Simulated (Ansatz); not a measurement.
```xyz
23

C     2.044   -3.485    0.567
C     1.619   -2.088    0.320
O     1.935   -1.124    1.054
O     0.886   -1.798   -0.692
Ge    0.866    0.067   -0.252
F     2.339    0.545   -1.014
O     0.746    1.500    1.011
C    -0.289    0.978    1.553
C    -1.042    1.680    2.609
O    -0.620   -0.149    1.096
O    -0.234    0.518   -1.611
C    -1.258    1.366   -1.592
C    -1.906    1.466   -2.941
O    -1.626    1.981   -0.622
H     2.636   -3.828   -0.284
H     2.626   -3.553    1.482
H     1.159   -4.122    0.627
H    -0.375    2.290    3.215
H    -1.743    2.340    2.090
H    -1.602    0.974    3.217
H    -1.170    1.800   -3.675
H    -2.741    2.162   -2.902
H    -2.250    0.479   -3.256
```

Charge 0, multiplicity 1. The bonds changed during the relaxation, so this is another structure than the one it started from.

Question: List the r2SCAN/def2-TZVPP orbital energies in eV (Ansatz 0.2.0). (Estimate.)

Answer: Computed: Occupied: -10836.27, -1351.08, -1201.15, -1201.14, -1201.13, -665.13, -516.97, -516.89, -516.75, -516.73, -516.37, -515.14, -277.49, -277.45, -276.46, -274.03, -273.78, -273.09, -169.47, -119.19, -119.17, -119.13, -32.89, -32.65, -32.51, -32.40, -32.37, -30.43, -29.95, -29.44, -28.44, -26.92, -26.74, -26.17, -20.52, -20.31, -19.39, -16.23, -14.94, -14.86, -13.69, -13.44, -13.18, -13.04, -12.88, -12.74, -12.23, -11.82, -11.78, -11.62, -10.98, -10.88, -10.74, -10.45, -10.27, -10.15, -9.80, -9.63, -9.40, -8.97, -8.60, -8.44, -8.36, -8.11, -7.98, -7.76, -6.49. Lowest empty: -1.54, -1.42, -0.62, -0.40, 1.39, 1.69, 1.91, 2.58.
